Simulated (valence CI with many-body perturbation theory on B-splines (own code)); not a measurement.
## Energy levels of Ho²⁸⁺

Method: configuration interaction combined with many-body perturbation theory (CI+MBPT): three valence electrons over a frozen Dirac-Fock core [Kr], a basis of 9 s, 9 p, 10 d, 8 f, 5 g, 3 h, 1 i functions for each j, with the one-electron correlation potential Σ1 (screened to all orders), the two-electron term Σ2, the three-electron term Σ3, Breit, model QED; selected single and double excitations, second order for the rest (own B-spline code, finite nucleus).

No measured spectrum was set against this ion. As an estimate, large intervals hold to a few tenths of a per cent, small ones and those within an open d or f shell to about a per cent. Only levels of the ground parity were solved; by the run's estimate the other parity begins above the list, which can be wrong where configurations are misplaced.

Levels 1 to 19 of 19, with energies above the lowest level, (4d3/2^3) J=3/2. "Leading %" is the weight of the configuration and term that name the level; weights of strongly mixed levels are sums over their largest components and can fall short. In the jj column 3d3/2^4 stands for four electrons in 3d with j = 3/2. Lifetimes count E1, E2, E3, M1 and M2 decay at the calculated energies, and are blank where another channel may lead or the interval is too uncertain; long ones can be off by a factor of two.

```csv
No.,Configuration,Term,J,E (eV),Leading %,g,Lifetime,Second component,Leading jj
1,4d³,⁴F,3/2,0.000,58,0.634,,31 % 4d³ ²D,4d3/2^3 (93 %)
2,4d³,⁴F,5/2,7.768,88,1.047,142 μs,11 % 4d³ ²D,4d3/2^2 4d5/2 (97 %)
3,4d³,⁴P,3/2,10.064,41,1.251,158 μs,31 % 4d³ ²P,4d3/2^2 4d5/2 (95 %)
4,4d³,⁴F,7/2,10.720,50,1.086,3.76 ms,40 % 4d³ ²G,4d3/2^2 4d5/2 (88 %)
5,4d³,²G,9/2,11.309,43,1.076,999 ms,38 % 4d³ ²H,4d3/2^2 4d5/2 (96 %)
6,4d³,⁴P,1/2,11.565,63,1.924,431 μs,37 % 4d³ ²P,4d3/2^2 4d5/2 (99 %)
7,4d³,⁴P,5/2,17.327,63,1.403,402 μs,23 % 4d³ ²D,4d3/2^2 4d5/2 (74 %)
8,4d³,⁴F,7/2,18.798,49,1.067,63.1 μs,47 % 4d³ ²G,4d3/2 4d5/2^2 (92 %)
9,4d³,⁴F,9/2,19.926,53,1.137,111 μs,45 % 4d³ ²H,4d3/2 4d5/2^2 (91 %)
10,4d³,⁴P,3/2,21.497,41,1.147,44.8 μs,41 % 4d³ ²D,4d3/2 4d5/2^2 (98 %)
11,4d³,²P,1/2,22.367,63,1.407,75.3 μs,37 % 4d³ ⁴P,4d3/2 4d5/2^2 (99 %)
12,4d³,²H,11/2,23.156,100,1.088,243 μs,,4d3/2 4d5/2^2 (100 %)
13,4d³,²D,5/2,23.715,60,1.166,107 μs,20 % 4d³ ²F,4d3/2 4d5/2^2 (74 %)
14,4d³,²F,5/2,25.184,45,1.100,137 μs,38 % 4d³ ²D,4d3/2 4d5/2^2 (94 %)
15,4d³,²F,7/2,26.057,86,1.109,171 μs,13 % 4d³ ²G,4d3/2 4d5/2^2 (96 %)
16,4d³,²D,3/2,30.597,48,1.074,56.3 μs,42 % 4d³ ²P,4d3/2 4d5/2^2 (62 %)
17,4d³,²G,9/2,30.607,55,1.133,,27 % 4d³ ⁴F,4d5/2^3 (95 %)
18,4d³,²D,3/2,35.979,76,0.946,45.9 μs,16 % 4d³ ²P,4d5/2^3 (62 %)
19,4d³,²D,5/2,38.733,67,1.157,28.6 μs,21 % 4d³ ²F,4d5/2^3 (89 %)
```

The ionisation energy to 4d² ³F2 of the next ion comes out as 1030.8 eV (NIST: 1029 ± 4 eV (theoretical)). All 19 levels together are meant to be complete up to 40.282 eV.
